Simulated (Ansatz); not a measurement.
Input for Ansatz (development build ahead of 0.2.0):

```yaml
crystal:
  periodic: [false, false, false]
  atoms:
    - { symbol: H, position_ang: [-1.14662, -1.15851, -0.78032] }
    - { symbol: H, position_ang: [-1.15798, -1.14083, -1.52767] }
    - { symbol: H, position_ang: [-1.15995, -1.14047, 1.52162] }
    - { symbol: H, position_ang: [-1.15598, -1.14463, 0.785] }
    - { symbol: H, position_ang: [-1.14804, 1.15965, -0.78346] }
    - { symbol: H, position_ang: [-1.14091, 1.14016, -1.524] }
    - { symbol: H, position_ang: [-1.15039, 1.15976, 1.52975] }
    - { symbol: H, position_ang: [-1.14397, 1.15923, 0.78088] }
    - { symbol: H, position_ang: [1.14384, -1.14404, -0.77713] }
    - { symbol: H, position_ang: [1.14459, -1.14519, -1.51562] }
    - { symbol: H, position_ang: [1.14176, -1.15203, 1.51723] }
    - { symbol: H, position_ang: [1.15795, -1.14978, 0.78322] }
    - { symbol: H, position_ang: [1.15256, 1.15305, -0.77633] }
    - { symbol: H, position_ang: [1.1546, 1.15634, -1.52031] }
    - { symbol: H, position_ang: [1.1557, 1.15836, 1.53091] }
    - { symbol: H, position_ang: [1.14934, 1.15987, 0.78737] }
basis:
  gaussian: { orbitals: "6-31G" }
hamiltonian:
  xc: hf
```

The input is written out in the form of the current development build from the run's settings.

Results

```json
{
 "Converged": "yes",
 "Total energy": "-8.94868 hartree",
 "Spin squared of the determinant": "0.000"
}
```

Caution: no unrestricted run beside it, a lower state can exist.
